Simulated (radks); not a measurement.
Isoelectronic series with 15 electrons, each ion in its NIST ground configuration. Calculated with a radial shooting solver on a logarithmic mesh with Libxc functionals: non-relativistic Kohn-Sham, LDA (Slater exchange, Perdew-Wang correlation), spin-unpolarised, spherical densities, point nucleus. Total energies (hartree) and orbital eigenvalues (hartree):

| ion | configuration | E (hartree) | 3p | 3s | 2p |
|---|---|---|---|---|---|
| P | [Ne] 3s2 3p3 | -339.94120 | -0.20607 | -0.51231 | -4.57641 |
| Ar3+ | [Ne] 3s2 3p3 | -522.72132 | -1.83778 | -2.39578 | -10.21471 |
| Sc6+ | [Ne] 3s2 3p3 | -746.70374 | -4.55493 | -5.36367 | -18.21194 |
| Cr9+ | [Ne] 3s2 3p3 | -1011.77206 | -8.30294 | -9.36138 | -28.49860 |
| Co12+ | [Ne] 3s2 3p3 | -1317.88549 | -13.06623 | -14.37379 | -41.05486 |
| Zn15+ | [Ne] 3s2 3p3 | -1665.02543 | -18.83829 | -20.39461 | -55.87243 |
| As18+ | [Ne] 3s2 3p3 | -2053.18211 | -25.61587 | -27.42070 | -72.94713 |
| Kr21+ | [Ne] 3s2 3p3 | -2482.34989 | -33.39714 | -35.45033 | -92.27665 |
